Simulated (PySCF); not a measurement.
PySCF input for SeCl3, SMILES Cl[Se+](Cl)Cl, charge +1, PBE0-D3(BJ)/def2-SVP. Geometry: PBE0-D3(BJ)/def2-SVP. The spin state was assumed, not searched. The isomer is the one that the SMILES or the coordinates give; other isomers of the formula were not compared.

```python
import numpy as np
from pyscf import gto, scf, dft, df
from pyscf.hessian import thermo

mol = gto.M(
    atom='''
    Se   -0.00000000   -0.00000000    0.56272708
    Cl    1.64544706   -0.94999931   -0.37515139
    Cl   -1.64544707   -0.94999930   -0.37515139
    Cl    0.00000000    1.89999861   -0.37515139
    ''',
    basis='def2-SVP',
    charge=1,
    spin=0,
    max_memory=1600,
    verbose=3,
)
mf = dft.RKS(mol, xc='pbe0').density_fit(auxbasis='def2-universal-jkfit')
mf.disp = 'd3bj'
mf.grids.level = 3
mf.conv_tol = 1e-11
mf.max_cycle = 100
mf.kernel()

# [left out here: the lines that compute and print the analytic Hessian (its translational invariance restored by hand, since the grid's response is missing), thermochemistry and intensities]
```

Program output:

```
converged SCF energy = -3780.36448521381

WARN: DFTD3 does not support analytical Hessian, using finite difference


WARN: Mole.unit (angstrom) is changed to Bohr

Mode                                 0                   1                   2
Irrep
Freq [cm^-1]                      157.1359            157.1370            201.7420
Reduced mass [au]                  37.9148             37.9146             43.5855
Force const [Dyne/A]                0.5516              0.5516              1.0452
Char temp [K]                     226.0836            226.0851            290.2618
Normal mode                   x     y     z       x     y     z       x     y     z
       0  Se                 0.00 -0.04  0.00    0.04  0.00 -0.00    0.00  0.00  0.07
       1  Cl                 0.07  0.07  0.02    0.01 -0.08  0.02   -0.05  0.03 -0.05
       2  Cl                -0.07  0.07  0.01    0.02  0.07 -0.03    0.05  0.03 -0.05
       3  Cl                -0.00 -0.06 -0.03   -0.11  0.00  0.00   -0.00 -0.06 -0.05
Mode                                 3                   4                   5
Irrep
Freq [cm^-1]                      434.7553            434.7676            442.6622
Reduced mass [au]                  44.1397             44.1400             40.7286
Force const [Dyne/A]                4.9155              4.9158              4.7021
Char temp [K]                     625.5161            625.5337            636.8924
Normal mode                   x     y     z       x     y     z       x     y     z
       0  Se                 0.00 -0.07  0.00   -0.07 -0.00  0.00   -0.00 -0.00 -0.05
       1  Cl                -0.05  0.03  0.03    0.07 -0.04 -0.04   -0.06  0.04  0.04
       2  Cl                 0.04  0.02  0.02    0.08  0.04  0.04    0.06  0.04  0.04
       3  Cl                -0.00  0.10 -0.05    0.00  0.00 -0.00    0.00 -0.07  0.04
temperature 298.1500 [K]
pressure 101325.00 [Pa]
Rotational constants [GHz] 2.18000 2.18000 1.31636
Symmetry number 3
Zero-point energy (ZPE) 0.00416 [Eh]   10935.065 [J/mol]
                           tot       elec      trans        rot        vib
Entropy [J/mol/K]       324.240      0.000    173.874    109.405     40.961
Cv [J/mol/K]             65.916      0.000     12.472     12.472     40.973
Cp [J/mol/K]             74.231      0.000     20.786     12.472     40.973
Internal energy [J/mol]                      3718.434   3718.434  17877.562
Internal energy [Eh]   -3780.35484  -3780.36449
Enthalpy [J/mol]                             6197.391   3718.434  17877.562
Enthalpy [Eh]          -3780.35390
Gibbs free energy [J/mol]                  -45643.173 -28900.800   5665.111
Gibbs free energy [Eh] -3780.39072
mode   freq/cm-1   IR/(km/mol)
   1      157.14         0.847
   2      157.14         0.846
   3      201.74         2.430
   4      434.76        56.674
   5      434.77        56.654
   6      442.66         6.345
max |gradient| / (hartree/bohr): 3.254338735883598e-05
APT charges: [ 1.5631 -0.1877 -0.1877 -0.1877]
```

Self-consistency was reached.
